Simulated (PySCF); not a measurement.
A structure optimised at r2SCAN-D4/def2-SVP, used in a PySCF frequency run:

```
B
F 1 1.3401
C 1 1.5656 2 119.82
H 3 1.1076 1 107.06 2 -134.04
H 3 1.1115 4 103.01 1 111.98
C 3 1.5268 4 112.23 5 118.96
H 6 1.1012 3 112.16 4 -57.19
H 6 1.1013 7 107.70 3 122.80
H 6 1.1015 7 107.50 8 114.78
C 1 1.5746 2 116.72 3 179.70
H 10 1.1074 1 107.34 2 58.01
H 10 1.1152 11 103.63 1 116.17
O 10 1.4207 11 106.78 12 118.92
H 13 0.9651 10 107.46 11 174.45
```

### Question
Write its SMILES and formula.

### Answer
CCB(F)CO, C₃H₈BFO

### Question
What are its rotational constants (standard atomic weights)?

### Answer
5.1868, 2.1930, 1.5933 GHz
